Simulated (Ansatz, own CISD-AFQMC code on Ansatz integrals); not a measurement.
C2H6N2, SMILES `C1NCN1` (charge 0, multiplicity 1).

Z-matrix (Å, degrees):
```
C
H 1 1.0928
H 1 1.1012 2 109.13
N 1 1.4785 2 114.60 3 -129.39
H 4 1.0114 1 114.77 2 109.20
N 1 1.4785 2 114.60 3 129.39
H 6 1.0114 1 114.77 2 -109.20
C 6 1.4785 7 114.77 1 99.85
H 8 1.0928 6 114.60 7 109.20
H 8 1.1012 9 109.13 6 129.39
```
Charge 0, spin multiplicity 1.

Frozen-core correlation energies in cc-pVDZ at a geometry from B3LYP-D3(BJ)/def2-TZVP, on an HF energy of -188.07838 Ha (<S^2> = 0.00). Wave-function levels are from Ansatz, the walk from an own CISD-AFQMC code on Ansatz integrals (time step 0.005/Ha, trial state from CCSD amplitudes, largest double 0.02).

| level | correlation energy (mHa) |
|---|---|
| MP2 | -612.0 |
| CCSD | -653.2 |
| CCSD(T) | -673.0 |

**Question.** What correlation energy does phaseless AFQMC give, and where does it lie among these levels?

**Answer.** -675.1 ± 0.4 mHa (one standard error). AFQMC minus each level: MP2 -63.1 mHa, CCSD -21.9 mHa, CCSD(T) -2.1 mHa.
